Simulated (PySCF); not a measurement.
# Ionisation energy of Gd³⁰⁺ by level of theory

Gd³⁰⁺ [Ar] 3d10 4s2 4p4 [4p1/2^2 4p3/2^2, M_J = 2] → Gd³¹⁺ [Ar] 3d10 4s2 4p3 [4p1/2^2 4p3/2^1, M_J = 3/2], as a difference of total energies. Computed with PySCF 2.14 in an uncontracted even-tempered set (17 s from 2.8 bohr⁻², ratio 2.8; 13 p from 3.6 bohr⁻², ratio 2.8; 8 d from 6.4 bohr⁻², ratio 2.8; 4 f from 18 bohr⁻², ratio 3), with the two-component X2C-1e Hamiltonian. Correlated levels: [Ne] frozen; the 74 highest virtual spinors dropped. "Screened" scales the spin-orbit matrix elements by Boettger's factors to mimic the two-electron term; Breit and QED terms are absent.

| method | ionisation energy (eV) |
| --- | --- |
| GHF (spin-free) | 1192.1 |
| GMP2 (spin-free) | 1193.5 |
| GHF (screened spin-orbit) | 1185.3 |
| GMP2 (screened spin-orbit) | 1186.2 |

Breit and QED terms and the two-electron picture change are absent.

The spin-free rows relax to the high-spin LS determinant and lack the spin-orbit shift.

The labels give the starting determinants; with spin-orbit coupling the two ends relaxed to ⟨J²⟩ = 6.01, ⟨L²⟩ = 3.17, ⟨S²⟩ = 1.47 and ⟨J²⟩ = 3.75, ⟨L²⟩ = 2.36, ⟨S²⟩ = 1.62.

For comparison: 1189 ± 4 eV (theoretical estimate listed by NIST; NIST Atomic Spectra Database, ionization energies).
